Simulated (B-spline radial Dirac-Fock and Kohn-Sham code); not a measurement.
**K-line shifts caused by a second vacancy in Bi**

System: the Bi atom, configuration [Xe] 4f14 5d10 6s2 6p3.

Level of theory: Dirac-Fock ΔSCF + Breit + QED; a B-spline atomic structure program. Each two-hole energy is an average over J within one jj subconfiguration, not an observable level; in light atoms, where LS coupling holds, the j-resolved values are not observed lines, and for a K spectator the Kα1 hypersatellite is nearly forbidden. Correlation and solid-state effects are left out.

Lines without a spectator: Kα2 (K-L2) 74810.2 eV, Kα1 (K-L3) 77103.2 eV, Kβ3 (K-M2) 86819.9 eV, Kβ1 (K-M3) 87338.6 eV. Shifts in eV with one spectator hole (a dash: not computed, or left out as unreliable):

```csv
spectator hole,Kα2,Kα1,Kβ3,Kβ1
K (1s),+1174.6,+1289.8,+1528.2,+1555.5
L2 (2p1/2),+157.2,+219.3,–,+397.7
L3 (2p3/2),+104.1,+119.9,+274.6,–
M2 (3p1/2),–,+36.1,+65.1,+77.7
M3 (3p3/2),+16.71,–,+50.4,+52.0
M4 (3d3/2),+5.24,+2.07,–,–
M5 (3d5/2),-0.77,+4.06,–,–
```
